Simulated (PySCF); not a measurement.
# TDDFT excited states: C7H11N

Compound: C7H11N.
Geometry (GFN2-xTB, Å), atoms numbered from 1 in this order:
```
atom  x, y, z in Å
C1     2.2477    0.1575    1.7318
N2     1.7228    0.7172    0.7379
C3     0.6406    0.1918    0.0322
C4    -0.1445   -1.0343    0.4805
C5    -1.4811   -0.9430   -0.2649
C6    -1.7239    0.5542   -0.5050
C7    -0.3433    1.1607   -0.5997
C8     0.6583    0.4656   -1.4577
H9     3.0824    0.6569    2.2021
H10    1.9397   -0.7957    2.1691
H11    0.3805   -1.9671    0.2680
H12   -0.3074   -0.9676    1.5592
H13   -2.2924   -1.3968    0.3034
H14   -1.4140   -1.4680   -1.2181
H15   -2.2551    0.9981    0.3397
H16   -2.3150    0.7266   -1.4057
H17   -0.2377    2.2225   -0.4372
H18    0.3426   -0.3199   -2.1249
H19    1.4900    1.0506   -1.8181
```

Computed, not measured: PySCF, TDDFT PBE0/def2-SVPD, vertical, gas phase, core orbitals frozen in the response.

```csv
state,E (eV),λ (nm),f,|μ| (D),"main configurations (H = HOMO, L = LUMO)"
S1,4.86,255.3,0.0030,0.41,H→L (90%)
S2,6.37,194.8,0.354,3.83,H-1→L (85%)
S3,6.74,184.1,0.015,0.77,H→L+1 (91%)
S4,6.91,179.5,0.023,0.94,H-2→L (93%)
S5,7.06,175.7,0.018,0.83,H-1→L+1 (92%)
S6,7.23,171.6,0.011,0.64,H→L+2 (86%)
```

Triplets, Tamm–Dancoff:

```json
{"state": "T1", "E (eV)": "4.04", "λ (nm)": "306.6", "main configurations (H = HOMO, L = LUMO)": "H→L (90%)"}
{"state": "T2", "E (eV)": "4.45", "λ (nm)": "278.6", "main configurations (H = HOMO, L = LUMO)": "H-1→L (81%)"}
```

The lowest singlet lies at 4.86 eV (255 nm, ultraviolet) and is very weak; its leading configuration is HOMO→LUMO (90%). The strongest level in the table is S2 at 6.37 eV (195 nm, f = 0.354). Löwdin shares by element: HOMO nitrogen 48%, carbon 29% or more (atoms not listed hold the other 23%); LUMO carbon 37% or more, nitrogen 34%, hydrogen 15% or more (atoms not listed hold the other 15%). Orbital energies (eV): HOMO-3 -9.39, HOMO-2 -8.29, HOMO-1 -7.27, HOMO -6.91, LUMO -0.15, LUMO+1 0.81, LUMO+2 1.30. Of the 6 states listed, 5 reach f = 0.01 and none stays under 0.0005. Weighted by f, the mean energy of these states is 6.45 eV. Only the lowest 6 singlets were computed, as vertical energies without vibronic structure.

One conformer stands for the species.
